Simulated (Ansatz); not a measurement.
Consider the ligand exchange at the Si–N bond: `NN[SiH3]` + `[OH][Ga]([OH])[SH]` → `[OH][Ga]([SH])[O][SiH3]` + `NN`.

Computed with Ansatz on PBE0-D4/def2-TZVP structures; ΔE is electronic, products minus reactants. CCSD(T)/CBS is the MP2 limit (def2-TZVPP, def2-QZVPP) plus CCSD(T) − MP2 in def2-TZVPP, frozen cores. This one scheme is used for every species. Functionals use def2-TZVPP. B3LYP here is the variant with VWN-RPA as its local correlation; programs differ in this. For Ga outer-core shells are correlated without core-valence functions, which leaves a few kJ/mol of doubt a bond. Scalar relativity is left out up to krypton. One conformer a species, not always the lowest.

`NN[SiH3]`:

Cartesian coordinates in Å:
```
N 0.121 1.605 -0.159
N 0.545 0.300 -0.471
Si -0.167 -1.110 0.194
H -0.876 1.706 -0.310
H 0.322 1.813 0.812
H 1.182 0.285 -1.247
H -1.633 -1.191 -0.084
H -0.019 -1.131 1.677
H 0.525 -2.277 -0.412
```

`[OH][Ga]([OH])[SH]`:

```xyz
7

O    -0.804   -0.397   -1.635
Ga   -0.042   -0.034   -0.068
O     0.737    1.554    0.090
S    -0.016   -1.409    1.629
H    -1.216   -1.261   -1.692
H     0.671    2.080   -0.710
H     0.669   -0.533    2.385
```

`[OH][Ga]([SH])[O][SiH3]`:

Z-matrix (Å, degrees):
```
Si
O 1 1.632
H 1 1.486 2 110.1
H 1 1.495 2 110.7 3 -119.8
H 1 1.486 2 110.1 3 120.5
Ga 2 1.779 1 136.6 3 119.6
S 6 2.172 2 119.3 1 -179.9
O 6 1.774 2 119.8 1 0.1
H 7 1.345 6 91.6 2 0.0
H 8 0.961 6 113.3 2 -0.0
```

`NN`:

```xyz
6

N     0.348    0.411    0.508
N    -0.648   -0.144   -0.330
H     1.192   -0.151    0.541
H     0.590    1.325    0.149
H    -0.259   -0.682   -1.097
H    -1.223   -0.759    0.229
```

Task: Is it downhill or uphill in electronic energy at CCSD(T)/CBS, and by how much? (Best estimate.)

Result: The calculation gave: Downhill: ΔE = -0.63 eV.

Task: What do these levels give: r2SCAN-D4, r2SCAN, PBE0, B3LYP, HF/CBS(def2), CCSD/CBS(def2)? (Best estimate.)

Result: Ansatz gave: r2SCAN-D4 -0.59, r2SCAN -0.59, PBE0 -0.55, B3LYP -0.59, HF/CBS(def2) -0.77, CCSD/CBS(def2) -0.65 eV.

Largest T1 diagnostic among the species: 0.014.

In def2-TZVPP, CCSD(T) changes the Hartree–Fock value by +0.11 eV (the triples alone add +0.01 eV) and MP2 by +0.13 eV. From PBE to PBE0 (25 % exact exchange), in def2-TZVPP and without D4, ΔE moves by −0.06 eV.
